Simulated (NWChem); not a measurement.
Species: C2H5ClSi; SMILES C=C[SiH2]Cl

```xyz
9

Si    -0.7442    -0.0397    -0.0114
Cl     0.4112    -1.7646     0.0532
C      0.3063     1.4199    -0.4838
C      0.4742     2.4740     0.3238
H     -1.3289     0.1917     1.3398
H     -1.8223    -0.2858    -1.0109
H      0.8020     1.4230    -1.4633
H      1.0840     3.3375     0.0348
H      0.0096     2.5239     1.3155
```
Atoms are numbered in this order, from 1.

Results from NWChem. Coordinates come from a PBE0/def2-SVP optimisation. B3LYP is NWChem's, with the RPA form of VWN correlation. Vertical excitations in the gas phase; the lowest state need not have the same character in each row.

Task: Order these by “lowest excitation, singlet (eV)”, lowest first: PBE0/def2-SVP, TDA; PBE/def2-SVP, TDA; B3LYP/def2-SVP, TDA.

Result: PBE/def2-SVP, TDA (5.49), B3LYP/def2-SVP, TDA (6.27), PBE0/def2-SVP, TDA (6.38)
